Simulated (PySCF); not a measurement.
## NbN from Hartree–Fock to correlated methods

State: ³Δ (triplet), unpaired electrons σ ↑, δ ↑. Set-up: PySCF, scalar-relativistic core potentials, basis sets Nb def2-TZVPP with ECP28, N def2-TZVPP. De refers to Nb (4d4 5s1) + N in their high-spin ground configurations, without counterpoise correction. The functionals are run spin-unrestricted. A positive dipole means Nb(−)N(+). Levels whose curve was spin-contaminated or gave no clean fit are not listed.

| Level | Re (Å) | ωe (cm⁻¹) | De (eV) | μ (D) |
| --- | --- | --- | --- | --- |
| ROHF | 1.600 | 1231 | n/a | -3.72 |
| ROHF-MP2 | 1.714 | 931 | n/a | n/a |
| ROHF-SCS-MP2 | 1.701 | 959 | n/a | n/a |
| ROHF-CCSD | 1.647 | 1113 | 5.43 | n/a |
| ROHF-CCSD(T) | 1.669 | 1047 | 6.12 | n/a |
| PBE | 1.664 | 1073 | 6.92 | -3.54 |
| PBEsol | 1.657 | 1089 | 7.23 | -3.53 |
| TPSS | 1.667 | 1064 | 6.53 | -3.66 |
| r²SCAN | 1.655 | 1090 | 5.95 | -3.64 |
| PBE0 | 1.639 | 1126 | 5.93 | -3.64 |
| MN15 | 1.637 | 1142 | 6.36 | -3.71 |
| ωB97X-V | 1.627 | 1172 | 6.30 | -3.66 |

(1) Which functional lies closest to ROHF-CCSD(T) in De, which farthest, and by how much do they differ from it?

(2) What does a quarter of exact exchange do here, going from PBE to PBE0?

(3) What does the step from GGA to meta-GGA do here, going from PBE to r²SCAN?

Correlated steps freeze 1 core orbital. The metal atom is held in its measured ground configuration; semilocal functionals can put another filling of s and d lower by some tenths of an eV, and De to that atom would be smaller. Spin–orbit coupling is left out, which matters for elements this heavy, above all for dissociation energies. UHF is strongly spin-contaminated for NbN, so the ROHF reference used there is far from stable. With d or f electrons several states lie close, and the lowest PBE0 determinant need not be the measured ground state.

Answers

(1) Closest is r²SCAN (-1.4 pm in Re, +4.1 % in ωe, -0.17 eV in De against ROHF-CCSD(T) in the same basis), farthest PBEsol (-1.2 pm in Re, +4.0 % in ωe, +1.11 eV in De). CCSD(T) converges more slowly with the basis than the functionals do and binds too weakly in this one, so the order can change at the basis-set limit.

(2) PBE0 less PBE: -2.5 pm in Re, +4.9 % in ωe, -0.99 eV in De. Exact exchange removes part of the self-interaction that spreads semilocal densities, and in most molecules shortens and stiffens the bond and lowers De; so it does here.

(3) r²SCAN less PBE: -0.9 pm in Re, +1.6 % in ωe, -0.97 eV in De.
